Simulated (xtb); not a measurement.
C2H4, charge +1, doublet, from a rough starting geometry (a state made from the parent by changing its charge; the spin is typed, not shown lowest); GFN2-xTB in xtb 6.7.1.

xtb was given this input:
```
$ xtb mol.xyz --gfn 2 --chrg 1 --uhf 1 --opt vtight --json

# file mol.xyz
6

C     -0.62484989    -0.05852285     0.01212374
C      0.69145117     0.01480156    -0.06206260
H     -1.29527074     0.83779672     0.14900136
H     -1.19905382    -0.97782188    -0.16926195
H      1.31472048    -0.81807502    -0.12870295
H      1.20335033     1.00559915     0.12154935
```

It wrote (shortened):

```
   ID    Z sym.   atoms
    1    6 C      1, 2
    2    1 H      3-6

           -------------------------------------------------
          |                Calculation Setup                |
           -------------------------------------------------

           -------------------------------------------------
          |                 G F N 2 - x T B                 |
           -------------------------------------------------

          ...................................................
          :                      SETUP                      :
          :.................................................:
          :  # basis functions                  12          :
          :  # atomic orbitals                  12          :
          :  # shells                            8          :
          :  # electrons                        11          :
          :  max. iterations                   250          :
          :  Hamiltonian                  GFN2-xTB          :
          :  restarted?                      false          :
          :  GBSA solvation                  false          :
          :  PC potential                    false          :
          :  electronic temp.          300.0000000     K    :
          :  accuracy                    1.0000000          :
          :  -> integral cutoff          0.2500000E+02      :
          :  -> integral neglect         0.1000000E-07      :
          :  -> SCF convergence          0.1000000E-05 Eh   :
          :  -> wf. convergence          0.1000000E-03 e    :
          :  Broyden damping             0.4000000          :
          :  net charge                          1          :
          :  unpaired electrons                  1          :
          ...................................................

 iter      E             dE          RMSdq      gap      omega  full diag
   1     -5.8215680 -0.582157E+01  0.558E+00    5.44       0.0  T
   2     -5.8218310 -0.262969E-03  0.332E+00    5.43       1.0  T
   3     -5.8183998  0.343117E-02  0.737E-01    5.40       1.0  T
   4     -5.8221523 -0.375250E-02  0.132E-01    5.40       1.0  T
   5     -5.8221572 -0.485946E-05  0.297E-02    5.40       1.4  T
   6     -5.8221600 -0.281939E-05  0.978E-03    5.40       4.2  T
   7     -5.8221600 -0.312077E-07  0.157E-03    5.40      26.0  T
   8     -5.8221600 -0.136478E-08  0.470E-04    5.40      86.8  T
   9     -5.8221600 -0.191602E-09  0.849E-05    5.40     481.1  T

   *** convergence criteria satisfied after 9 iterations ***

         :::::::::::::::::::::::::::::::::::::::::::::::::::::
         ::                     SUMMARY                     ::
         :::::::::::::::::::::::::::::::::::::::::::::::::::::
         :: total energy              -5.705056332488 Eh    ::
         :: gradient norm              0.099819784506 Eh/a0 ::
         :: HOMO-LUMO gap              5.403297684143 eV    ::
         ::.................................................::
         :: SCC energy                -5.822159970175 Eh    ::
         :: -> isotropic ES            0.124258933699 Eh    ::
         :: -> anisotropic ES         -0.023025074345 Eh    ::
         :: -> anisotropic XC          0.010558220572 Eh    ::
         :: -> dispersion             -0.000886895940 Eh    ::
         :: repulsion energy           0.117103637687 Eh    ::
         :: add. restraining           0.000000000000 Eh    ::
         :: total charge               1.000000000000 e     ::
         :::::::::::::::::::::::::::::::::::::::::::::::::::::

      -----------------------------------------------------------
     |                   =====================                   |
     |                        A N C O P T                        |
     |                   =====================                   |
     |               Approximate Normal Coordinate               |
     |                Rational Function Optimizer                |
      -----------------------------------------------------------
      -----------------------------------------------------------
     |                   =====================                   |
     |                        A N C O P T                        |
     |                   =====================                   |
     |               Approximate Normal Coordinate               |
     |                Rational Function Optimizer                |
      -----------------------------------------------------------

          ...................................................
          :                      SETUP                      :
          :.................................................:
          :   optimization level         verytight          :
          :   max. optcycles                   200          :
          :   ANC micro-cycles                  20          :
          :   degrees of freedom                12          :
          :.................................................:
          :   RF solver                   davidson          :
          :   write xtbopt.log                true          :
          :   linear?                        false          :
          :   energy convergence         0.1000000E-06 Eh   :
          :   grad. convergence          0.2000000E-03 Eh/α :
          :   maxmium RF displ.          1.0000000          :
          :   Hlow (freq-cutoff)         0.1000000E-01      :
          :   Hmax (freq-cutoff)         5.0000000          :
          :   S6 in model hess.         20.0000000          :
          ...................................................

generating ANC from exact Hessian ...
Using Lindh-Hessian (1995)
 Shifting diagonal of input Hessian by    0.0000000000000000
 Lowest  eigenvalues of input Hessian
    0.000000    0.000000    0.000000    0.000000    0.000000    0.000000
    0.018055    0.031186    0.067942    0.084968    0.106691    0.183421
    0.211813    0.346764    0.755834    1.020590    1.407715    1.909733
[...]
 * total energy  :    -5.7050563 Eh     change       -0.9303669E-11 Eh
 * total energy  :    -5.7122585 Eh     change       -0.7202151E-02 Eh
 * total energy  :    -5.7153931 Eh     change       -0.3134578E-02 Eh
 * total energy  :    -5.7163271 Eh     change       -0.9340469E-03 Eh
 * total energy  :    -5.7165826 Eh     change       -0.2554956E-03 Eh
 * total energy  :    -5.7170374 Eh     change       -0.4547540E-03 Eh
 * total energy  :    -5.7170727 Eh     change       -0.3536308E-04 Eh
 * total energy  :    -5.7171134 Eh     change       -0.4066542E-04 Eh
 * total energy  :    -5.7171158 Eh     change       -0.2387025E-05 Eh
 * total energy  :    -5.7171167 Eh     change       -0.9365615E-06 Eh
 * total energy  :    -5.7171170 Eh     change       -0.2687231E-06 Eh
 * total energy  :    -5.7171170 Eh     change       -0.3440297E-07 Eh
   *** GEOMETRY OPTIMIZATION CONVERGED AFTER 12 ITERATIONS ***
[...]
          :  # electrons                        11          :
          :  max. iterations                   250          :
          :  Hamiltonian                  GFN2-xTB          :
          :  restarted?                      false          :
          :  GBSA solvation                  false          :
          :  PC potential                    false          :
          :  electronic temp.          300.0000000     K    :
          :  accuracy                    1.0000000          :
          :  -> integral cutoff          0.2500000E+02      :
          :  -> integral neglect         0.1000000E-07      :
          :  -> SCF convergence          0.1000000E-05 Eh   :
          :  -> wf. convergence          0.1000000E-03 e    :
          :  Broyden damping             0.4000000          :
          :  net charge                          1          :
          :  unpaired electrons                  1          :
          ...................................................

 iter      E             dE          RMSdq      gap      omega  full diag
   1     -5.8378399 -0.583784E+01  0.304E-05    4.22       0.0  T
   2     -5.8378399 -0.261124E-12  0.174E-05    4.22    2352.8  T
   3     -5.8378399  0.104539E-11  0.162E-05    4.22    2525.5  T

   *** convergence criteria satisfied after 3 iterations ***

         :::::::::::::::::::::::::::::::::::::::::::::::::::::
         ::                     SUMMARY                     ::
         :::::::::::::::::::::::::::::::::::::::::::::::::::::
         :: total energy              -5.717117012912 Eh    ::
         :: gradient norm              0.000041463564 Eh/a0 ::
         :: HOMO-LUMO gap              4.222412752654 eV    ::
         ::.................................................::
         :: SCC energy                -5.837839896545 Eh    ::
         :: -> isotropic ES            0.126477470740 Eh    ::
         :: -> anisotropic ES         -0.023347436144 Eh    ::
         :: -> anisotropic XC          0.012083481115 Eh    ::
         :: -> dispersion             -0.000895436442 Eh    ::
         :: repulsion energy           0.120722883633 Eh    ::
         :: add. restraining           0.000000000000 Eh    ::
         :: total charge               1.000000000000 e     ::
         :::::::::::::::::::::::::::::::::::::::::::::::::::::

           -------------------------------------------------
          |                Property Printout                |
           -------------------------------------------------

    * Orbital Energies and Occupations

         #    Occupation            Energy/Eh            Energy/eV
      -------------------------------------------------------------
         1        2.0000           -0.9147040             -24.8904
         2        2.0000           -0.8366531             -22.7665
         3        2.0000           -0.7907786             -21.5182
         4        2.0000           -0.7657282             -20.8365
         5        2.0000           -0.7404193             -20.1478
         6        1.0000           -0.6793623             -18.4864 (HOMO)
         7                         -0.5241915             -14.2640 (LUMO)
         8                         -0.1498080              -4.0765
         9                         -0.1319862              -3.5915
        10                         -0.0619980              -1.6871
        11                          0.0899764               2.4484
        12                          0.3552414               9.6666
      -------------------------------------------------------------
                  HL-Gap            0.1551708 Eh            4.2224 eV
             Fermi-level           -0.6558339 Eh          -17.8461 eV

     #   Z          covCN         q      C6AA      α(0)
     1   6 C        2.828     0.005    27.900     8.655
     2   6 C        2.828     0.005    27.900     8.655
     3   1 H        0.924     0.247     0.887     1.473
     4   1 H        0.924     0.247     0.887     1.473
     5   1 H        0.924     0.247     0.887     1.473
     6   1 H        0.924     0.247     0.887     1.473

 Mol. C6AA /au·bohr⁶  :        205.298207
 Mol. C8AA /au·bohr⁸  :       4885.796466
 Mol. α(0) /au        :         23.202935

Wiberg/Mayer (AO) data.
largest (>0.10) Wiberg bond orders for each atom

 ---------------------------------------------------------------------------
     #   Z sym  total        # sym  WBO       # sym  WBO       # sym  WBO
 ---------------------------------------------------------------------------
     1   6 C    3.820 --     2 C    2.032     3 H    0.835     4 H    0.835
     2   6 C    3.820 --     1 C    2.032     5 H    0.836     6 H    0.835
     3   1 H    0.931 --     1 C    0.835
     4   1 H    0.931 --     1 C    0.835
     5   1 H    0.931 --     2 C    0.836
     6   1 H    0.931 --     2 C    0.835
 ---------------------------------------------------------------------------

Topologies differ in total number of bonds
Writing topology from bond orders to xtbtopo.mol

molecular dipole:
                 x           y           z       tot (Debye)
 q only:        0.028       0.001      -0.024
   full:        0.028       0.001      -0.024       0.095
molecular quadrupole (traceless):
                xx          xy          yy          xz          yz          zz
 q only:        4.392       0.304      -0.431      -0.074       0.557      -3.961
  q+dip:        5.590       0.339       0.238      -0.113       0.959      -5.828
   full:        4.396       0.277       0.008      -0.084       0.697      -4.403

optimized geometry written to: xtbopt.xyz

           -------------------------------------------------
          | TOTAL ENERGY               -5.717117012912 Eh   |
          | GRADIENT NORM               0.000041463564 Eh/α |
          | HOMO-LUMO GAP               4.222412752654 eV   |
           -------------------------------------------------

normal termination of xtb
```
